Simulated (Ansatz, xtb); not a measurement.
## C5H5FO3: 3 structures ranked

3 gas-phase structures of C5H5FO3, from a drawn sample of its isomers (lower ones may exist). Each was relaxed with GFN2-xTB; where two conformers were screened, the lower at r2SCAN-D4/def2-SVP is listed:

A. `C=C[C@@H]1OC(=O)O[C@@H]1F`, a singlet
B. `C=C[C@@]1(F)COC(=O)O1`, a singlet
C. `C=C[C@@H]1OC(=O)O[C@H]1F`, a singlet

Task: Which do you expect lowest at r2SCAN-D4/def2-SVP, and how would the others follow?

Result: Calculated order at r2SCAN-D4/def2-SVP: B (0.0), C (1.1), A (1.9) kcal/mol. Less than 1 kcal/mol parts C and A, so the order within that pair means little.

Energies above the lowest of each column, in kcal/mol; the last columns are at PBE0-D3(BJ)/def2-SVP geometries:

| structure | GFN2-xTB | HF/STO-3G | r2SCAN-D4/def2-SVP | PBE0-D3(BJ)/def2-SVP | CCSD(T)/def2-SVP + ΔMP2/def2-TZVPP |
| --- | --- | --- | --- | --- | --- |
| B | 0.1 | 0.0 | 0.0 | 0.0 | 0.0 |
| C | 0.0 | 2.1 | 1.1 | 0.8 | 0.5 |
| A | 1.4 | 2.3 | 1.9 | 1.4 | 1.1 |

Every level run on B puts it lowest or level with the lowest. Flexible structures stand in one conformer each, not always the lowest. ΔMP2 is the change of the MP2 energy from the smaller to the larger basis.

Programs: Ansatz 0.2.0, xtb 6.7.1.
